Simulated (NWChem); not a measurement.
System: C$_{3}$H$_{3}$F$_{3}$; SMILES F[C@H]1[C@@H]([C@@H]1F)F

Input file for NWChem:

```
start job
memory heap 200 mb stack 900 mb global 1100 mb
geometry units angstroms noautosym nocenter noautoz
  F      0.217832    -1.194248     1.408884
  C     -0.428194    -0.212187     0.752583
  C     -0.428194    -0.212187    -0.752583
  F      0.217832    -1.194248    -1.408884
  C      0.393785     0.777717     0.000000
  F      0.049981     2.082827     0.000000
  H     -1.339162     0.134968     1.253892
  H     -1.339162     0.134968    -1.253892
  H      1.474132     0.588797     0.000000
end
basis spherical
  F library def2-svp
  C library def2-svp
  H library def2-svp
end
dft
  xc b3lyp
  iterations 150
  mulliken
end
task dft energy
esp
  recalculate
  probe 0.07
  range 0.3
  factor 1.0
  spacing 0.02
end
task esp
```

Coordinates come from a PBE0/def2-SVP optimisation.

Atomic charges in e: unrestrained fits to the electrostatic potential beside Mulliken populations; buried atoms are poorly determined by the fit.

Atoms are numbered as in the input.

**Question.** Predict the main results of this run. (B3LYP/def2-SVP.) Quantities: ESP F1; Mulliken F1; ESP C2; Mulliken C2; ESP C3; Mulliken C3; ESP F4; Mulliken F4; ESP C5; Mulliken C5; relative RMS misfit of the potential (%).

**Answer.** The ESP F1 comes out as -0.21. The Mulliken F1 is -0.21 and the ESP C2 is 0.15. The Mulliken C2 comes out as 0.17. The ESP C3 comes out as 0.15, the Mulliken C3 is 0.17 and the ESP F4 is -0.21. The Mulliken F4 is -0.21 and the ESP C5 is 0.14. The Mulliken C5 comes out as 0.16 and the relative RMS misfit of the potential (%) comes out as 27.
